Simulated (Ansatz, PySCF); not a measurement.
ReCl4, SMILES [Cl][Re]([Cl])([Cl])[Cl] (connectivity only; charge and spin as stated), neutral, multiplicity 4. Atoms are numbered in the order given.

```xyz
5

Re     0.0000     0.0000     0.0000
Cl     1.5758     1.1577    -1.1625
Cl    -1.5758     1.1577     1.1625
Cl    -1.5758    -1.1577    -1.1625
Cl     1.5758    -1.1577     1.1625
```
Charge 0, spin multiplicity 4.

The structure is a stationary point at B3LYP-D3(BJ)/def2-SVP. The multiplicity is an assumed one; other spin states were not compared. The def2 effective core potentials stand for the cores of Re; spin–orbit coupling is left out.

Two levels are set side by side: PBE-D3(BJ)/def2-SVP (Ansatz, an electronic-structure program) and B3LYP-D3(BJ)/def2-SVP (Ansatz). Each level has its own optimised geometry; the coordinates shown are those of the second. Frequencies come from the Hessian of PySCF at each geometry. Differences are taken from unrounded values.

```csv
quantity,B3LYP-D3(BJ)
mean bond length (Å),2.275
bond Re1–Cl2 (Å),2.275
bond Re1–Cl3 (Å),2.275
bond Re1–Cl4 (Å),2.275
bond Re1–Cl5 (Å),2.275
highest harmonic wavenumber (cm⁻¹),404
mean harmonic wavenumber (cm⁻¹),221
zero-point energy (kcal/mol),2.85
```

### Question
What does PBE-D3(BJ) give, and how far is it from B3LYP-D3(BJ)? (An estimate is asked for; the answer gives what the named calculation found.)

### Answer

```tsv
quantity	PBE-D3(BJ)	PBE-D3(BJ) minus B3LYP-D3(BJ)
mean bond length (Å)	2.272	-0.003
bond Re1–Cl2 (Å)	2.272	-0.003
bond Re1–Cl3 (Å)	2.272	-0.003
bond Re1–Cl4 (Å)	2.272	-0.003
bond Re1–Cl5 (Å)	2.272	-0.003
highest harmonic wavenumber (cm⁻¹)	398	-6
mean harmonic wavenumber (cm⁻¹)	219	-2
zero-point energy (kcal/mol)	2.82	-0.03
```

Here PBE gives about what the other level gives.
